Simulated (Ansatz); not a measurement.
Reaction (isomerisation): `B[SiH2][SiH](N)F` → `B[SiH2]N[SiH2]F`

Computed with Ansatz on PBE0-D4/def2-TZVP structures; ΔE is electronic, products minus reactants. CCSD(T)/CBS is the MP2 limit (def2-TZVPP, def2-QZVPP) plus CCSD(T) − MP2 in def2-TZVPP, frozen cores. Functionals use def2-TZVPP. HSE06 is defined as in plane-wave codes. Each species was taken in one conformer, which may not be the lowest.

Q: Is it downhill or uphill in electronic energy at CCSD(T)/CBS, and by how much? (Best estimate.)

A: The calculation gave: Downhill: ΔE = -10.8 kcal/mol.

Q: What do these levels give: PBE0-D4, HSE06-D4, PBE, LC-ωPBE, CCSD(T)/def2-SVP, SCS-MP2/def2-QZVPP? (An estimate is asked.)

A: Ansatz gave: PBE0-D4 -7.3, HSE06-D4 -7.2, PBE -4.9, LC-ωPBE -9.6, CCSD(T)/def2-SVP -13.2, SCS-MP2/def2-QZVPP -13.1 kcal/mol.

Largest T1 diagnostic among the species: 0.014.

From r2SCAN to r2SCAN0 (25 % exact exchange), in def2-TZVPP and without D4, ΔE moves by −0.9 kcal/mol. At CCSD(T), def2-SVP lies −2.4 kcal/mol from the extrapolated value and def2-TZVPP −0.4 kcal/mol. Leaving LDA and LC-ωPBE aside and taking each functional with its dispersion term where it has one, the values, not all of them listed here, spread over 6.5 kcal/mol, from ωB97M-V to PBE-D4. LDA lies −4.0 kcal/mol from PBE without D4.
